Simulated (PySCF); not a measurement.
## Core-level binding energies of `C=C(Cl)C#CCF`

Species: C₅H₄ClF.
Z-matrix (Å and degrees, GFN2-xTB geometry), rows numbered from 1:
```
C 
C   1  1.3273
Cl  2  1.7433  1  121.62
C   2  1.4094  1  124.76  3   179.91
C   4  1.2040  2  175.24  1  -178.55
C   5  1.4469  4  175.47  1     0.79
F   6  1.3763  5  111.26  1    -0.02
H   1  1.0755  2  120.26  3  -179.79
H   1  1.0744  2  121.71  3     0.15
H   6  1.0976  5  110.60  7   118.74
H   6  1.0976  5  110.63  7  -118.77
```

Computed with PySCF, delta-SCF UKS SCAN, pcX-2 on the ionised atom, pcseg-1 elsewhere, spin-free X2C. Binding energies are ΔSCF values: E(core-ionised, relaxed orbitals) − E(ground state) at a fixed geometry, referred to the vacuum level.

Question: What binding energy does each computed site have?

Answer: 
```json
{"atom(s)": "C1", "bonded to": "C (double bond) and 2 H", "level": "C 1s", "binding energy (eV)": "290.38", "2p1/2 (eV)": "–", "above the level's lowest (eV)": "0.00", "count": "1"}
{"atom(s)": "C2", "bonded to": "Cl, C (double bond) and C", "level": "C 1s", "binding energy (eV)": "292.87", "2p1/2 (eV)": "–", "above the level's lowest (eV)": "+2.49", "count": "1"}
{"atom(s)": "Cl3", "bonded to": "C", "level": "Cl 2p3/2", "binding energy (eV)": "206.37", "2p1/2 (eV)": "208.03", "above the level's lowest (eV)": "0.00", "count": "1"}
{"atom(s)": "Cl3", "bonded to": "C", "level": "Cl 1s", "binding energy (eV)": "2828.96", "2p1/2 (eV)": "–", "above the level's lowest (eV)": "0.00", "count": "1"}
{"atom(s)": "C4", "bonded to": "C (triple bond) and C", "level": "C 1s", "binding energy (eV)": "291.04", "2p1/2 (eV)": "–", "above the level's lowest (eV)": "+0.66", "count": "1"}
{"atom(s)": "C5", "bonded to": "C (triple bond) and C", "level": "C 1s", "binding energy (eV)": "290.73", "2p1/2 (eV)": "–", "above the level's lowest (eV)": "+0.35", "count": "1"}
{"atom(s)": "C6", "bonded to": "F, C and 2 H", "level": "C 1s", "binding energy (eV)": "294.09", "2p1/2 (eV)": "–", "above the level's lowest (eV)": "+3.71", "count": "1"}
{"atom(s)": "F7", "bonded to": "C", "level": "F 1s", "binding energy (eV)": "692.56", "2p1/2 (eV)": "–", "above the level's lowest (eV)": "0.00", "count": "1"}
```

Lowest listed C 1s: C1, bonded to C (double bond) and 2 H. Highest, 3.71 eV above it: C6, bonded to F, C and 2 H. Summing the Pauling electronegativity differences to the bonded atoms, each weighted by its formal bond order, gives -0.70 for the lowest site and +0.73 for the highest; no listed site has a larger sum than the highest.

Question: Which photon wavelength matches the C 1s of C6 threshold?

Answer: λ = hc/E = 12398.42 eV Å / 294.09 eV = 42.159 Å.

The unrestricted hole states depart most from a pure doublet (⟨S²⟩ = 0.75; over 0.85 named) for C 1s of C2 (0.90), C 1s of C4 (0.90) and C 1s of C5 (0.87), which makes these values less certain. Spin–orbit and ligand-field terms were added within each 2p shell after the spin-free SCF. 2p1/2 minus 2p3/2 (ligand field included): Cl 1.65 eV. Geometry: GFN2-xTB; no solvent, vibrations or thermal averaging.

Time: 2.5 min. Hardware: one thread, Arm Neoverse N1 (shared host).
